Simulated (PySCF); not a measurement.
Computed spin Hamiltonian

Species: C6H11FN (doublet state).
Z-matrix (Å and degrees, GFN2-xTB geometry), rows numbered from 1:
```
C 
C   1  1.4707
C   2  1.4893  1  132.82
C   3  1.5474  2   88.85  1   169.99
N   4  1.4363  3  114.10  2  -120.59
C   2  1.4858  1  132.12  3   166.60
C   6  1.5202  2  118.43  1    68.89
F   6  1.4151  2  113.71  1   -57.72
H   1  1.0892  2  110.49  3    33.72
H   1  1.0901  2  110.61  3   155.28
H   1  1.0974  2  111.49  3   -85.82
H   3  1.0946  2  115.32  1    54.77
H   3  1.0931  2  116.05  1   -72.35
H   4  1.0927  3  113.89  2   113.86
H   5  1.0144  4  110.56  3   174.73
H   5  1.0155  4  109.91  3    56.41
H   7  1.0860  6  109.68  2    52.06
H   7  1.0877  6  109.60  2   -67.94
H   7  1.0879  6  109.85  2   172.45
```

The hyperfine couplings belong to this conformer and change with its torsions.

As a line formula: `C[C]1C[C@@H](N)[C@@]1(C)F` [radical].

The calculation used UKS B3LYP, pcH-1 on C F H N, non-relativistic, mean-field spin-orbit, GIAO in PySCF. Isolated species at its GFN2-xTB geometry (one conformer only). A GFN2-xTB geometry isn't a minimum of the functional, and hyperfine couplings can be far from their values at a DFT geometry. The SCF solution wasn't tested for stability.

| Quantity | Value |
| --- | --- |
| g1, g2, g3 | 2.00216, 2.00246, 2.00300 |
| g_iso | 2.00254 |
| Form of g | rhombic: the two nearest values differ by 37 % of g3 − g1 |
| ⟨S²⟩ | 0.7541 (exact 0.7500) |
| α and β electrons | 32, 31 |
| HOMO–LUMO gap, α and β orbitals | 6.35, 4.62 eV |
| Total energy | -389.80877 Eh |

Hyperfine couplings atom by atom, in 10⁻⁴ cm⁻¹; T1 to T3 are the principal values of the dipolar part (1 × 10⁻⁴ cm⁻¹ = 2.998 MHz):

```tsv
atom	isotope	a_iso	T1	T2	T3	Mulliken spin population
C1	13C	-10.2	-0.7	0.1	0.6	-0.07
C2	13C	32.4	-26.2	-25.7	51.9	0.94
C3	13C	-11.0	-0.9	0.0	0.9	-0.09
C4	13C	1.5	-0.5	-0.5	1.0	0.01
N5	14N	-0.3	-0.1	0.0	0.1	0.00
C6	13C	-5.4	-1.1	-0.1	1.2	-0.03
C7	13C	9.8	-1.1	-1.0	2.0	0.02
F8	19F	69.2	-27.9	-25.6	53.5	0.03
H9	1H	10.6	-1.5	-1.4	2.9	0.01
H10	1H	14.1	-1.5	-1.4	2.9	0.02
H11	1H	47.6	-1.7	-1.1	2.8	0.06
H12	1H	41.7	-1.5	-1.0	2.5	0.06
H13	1H	35.1	-1.5	-1.4	2.8	0.05
H14	1H	0.4	-0.9	-0.8	1.7	0.00
H15	1H	-0.1	-0.4	-0.4	0.8	0.00
H16	1H	0.0	-0.8	-0.6	1.4	0.00
H17	1H	1.8	-1.6	-0.7	2.2	0.00
H18	1H	-0.5	-1.1	-0.6	1.7	0.00
H19	1H	4.3	-0.8	-0.4	1.2	0.01
```

Largest spin populations (Mulliken): C2 (+0.94), C3 (-0.09) and C1 (-0.07). No atom but C2 exceeds +0.15. The positive populations add up to 1.20 and the negative ones to -0.20, together 2S = 1. The angles at C2 add up to 359.1°, so it is planar.

Under fast tumbling the dipolar parts average out, and these isotropic splittings remain (the largest six): 1 × 19F (F8, I = 1/2, 2 lines) with 7.40 mT, 1 × 1H (H12, I = 1/2, 2 lines) with 4.46 mT, 1 × 1H (H13, I = 1/2, 2 lines) with 3.76 mT, 3 × 1H (H9/H10/H11, I = 1/2, 4 lines) with 2.58 mT, 3 × 1H (H17/H18/H19, I = 1/2, 4 lines) with 0.20 mT and 1 × 1H (H14, I = 1/2, 2 lines) with 0.04 mT.

Class means assume fast exchange of nuclei equivalent by connectivity; if that motion is slow, each nucleus keeps its own coupling. The three 1H nuclei of mean +72.4 MHz run from 31.9 to 142.8 MHz in the frozen geometry. The three 1H nuclei of mean +5.6 MHz run from -1.5 to 12.8 MHz in the frozen geometry.

The 13C coupling of C2 (97.3 MHz) shows only in satellite lines or after enrichment, since that isotope makes up about 1.07 % of natural carbon.

The spin density at the nucleus, in bohr⁻³, is negative for C3 (-0.0292), C1 (-0.0273) and C6 (-0.0143), for instance. A restricted open-shell determinant has no negative spin density anywhere; here it arises because α and β orbitals differ (spin polarisation).
